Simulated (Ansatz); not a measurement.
`C=C(CC)C(C)C` + `C=C[Te][SiH3]` → `C=C[Te][SiH2]C` + `C=C(CC)CC`  (formal exchange of groups at a C–C bond)

Computed with Ansatz on PBE0-D4/def2-TZVP structures; ΔE is electronic, products minus reactants. CCSD(T)/CBS adds triple-zeta CCSD(T) − MP2 to the extrapolated MP2 energy (def2 sets, frozen cores). Functionals use def2-TZVPP. HSE06 is defined as in plane-wave codes. def2 core potentials past Kr. For Te outer-core shells are correlated without core-valence functions, which leaves a few kJ/mol of doubt a bond. Each species was taken in one conformer, which may not be the lowest.

```tsv
level	ΔE (kJ/mol)
r2SCANh-D4	-48.7
HSE06-D4	-47.8
CAM-B3LYP	-46.7
CCSD(T)/def2-TZVPP	-42.3
```

What does CCSD(T)/CBS give? (An estimate is asked.)

Computed: -45.1 kJ/mol. The listed levels differ from it by -3.6, -2.7, -1.6, 2.8 kJ/mol.

Largest T1 diagnostic among the species: 0.011.

Leaving LDA and LC-ωPBE aside and taking each functional with its dispersion term where it has one, the values, not all of them listed here, spread over 4.4 kJ/mol, from r2SCAN-D4 to ωB97X-V. LDA lies +7.6 kJ/mol from PBE without D4. At CCSD(T), def2-SVP lies +14.4 kJ/mol from the extrapolated value and def2-TZVPP +2.9 kJ/mol.

CCSD(T)/CBS has its own doubt, a few kJ/mol and more with outer-core shells, so smaller differences from it don't rank the levels.
